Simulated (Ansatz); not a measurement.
A nudged elastic band was laid between two geometries of GaH2OS (5 atoms, charge 0, multiplicity 2).

Level of theory: UKS B3LYP/def2-SVP in Ansatz 0.2.0.

| Quantity | Value |
| --- | --- |
| movable images | 9 |
| climbing image | yes |
| spring | 5.0 eV/Å² |
| optimiser | quadratic models (default) |
| start path | through a guess of the saddle point |
| force threshold | 0.05 eV/Å |
| iteration limit | 51 |
| end points | relaxed |

First end point:

```xyz
5
Properties=species:S:1:pos:R:3
O -1.175 0.582 -0.409
Ga 0.468 0.176 0.176
S 1.050 -1.955 0.318
H -1.742 -0.166 -0.640
H 1.399 1.362 0.554
```

Last end point:

```xyz
5
Properties=species:S:1:pos:R:3
O -1.261 -0.093 -0.463
Ga 0.420 -0.015 0.152
S 1.363 -1.989 0.431
H -1.679 0.770 -0.586
H 1.157 1.327 0.465
```

(1) What changes between the two ends?

(2) Give the energies along the band, and the barrier.

(3) What is the geometry of the highest image?

(4) What are the harmonic wavenumbers there?

Results:

(1) No bond is made or broken. The dihedral H4–O1–Ga2–S3 goes from 0 to 180°.

(2) The run converged. The highest image is number 5 of 0 to 10, 4.0 kcal/mol above the first end and 3.2 kcal/mol above the last; the last end lies 0.9 kcal/mol above the first. A vibrational analysis at the climbing image gives one clearly imaginary mode, 370i cm⁻¹: a first-order saddle point.

```json
{"image": "0", "path coordinate (Å)": "0.00", "energy (kcal/mol)": "0.0", "dihedral H4–O1–Ga2–S3 (°)": "0"}
{"image": "1", "path coordinate (Å)": "0.18", "energy (kcal/mol)": "0.4", "dihedral H4–O1–Ga2–S3 (°)": "17"}
{"image": "2", "path coordinate (Å)": "0.36", "energy (kcal/mol)": "1.4", "dihedral H4–O1–Ga2–S3 (°)": "37"}
{"image": "3", "path coordinate (Å)": "0.54", "energy (kcal/mol)": "2.6", "dihedral H4–O1–Ga2–S3 (°)": "57"}
{"image": "4", "path coordinate (Å)": "0.71", "energy (kcal/mol)": "3.7", "dihedral H4–O1–Ga2–S3 (°)": "76"}
{"image": "5", "path coordinate (Å)": "0.89", "energy (kcal/mol)": "4.0", "dihedral H4–O1–Ga2–S3 (°)": "95"}
{"image": "6", "path coordinate (Å)": "1.07", "energy (kcal/mol)": "3.7", "dihedral H4–O1–Ga2–S3 (°)": "113"}
{"image": "7", "path coordinate (Å)": "1.24", "energy (kcal/mol)": "2.9", "dihedral H4–O1–Ga2–S3 (°)": "130"}
{"image": "8", "path coordinate (Å)": "1.41", "energy (kcal/mol)": "1.9", "dihedral H4–O1–Ga2–S3 (°)": "147"}
{"image": "9", "path coordinate (Å)": "1.59", "energy (kcal/mol)": "1.2", "dihedral H4–O1–Ga2–S3 (°)": "164"}
{"image": "10", "path coordinate (Å)": "1.76", "energy (kcal/mol)": "0.9", "dihedral H4–O1–Ga2–S3 (°)": "180"}
```

(3) 
```xyz
5
Properties=species:S:1:pos:R:3
O -1.054 0.239 -0.820
Ga 0.465 0.093 0.126
S 1.226 -1.962 0.402
H -1.888 0.282 -0.335
H 1.251 1.348 0.628
```

(4) 370i, 141, 395, 422, 599, 641, 725, 1980, 3865 cm⁻¹.

Time of the run: 3.7 min on 2 threads of Intel(R) Xeon(R) Platinum 8488C (Sapphire Rapids), with other jobs on the host, peak memory 0.24 GiB.
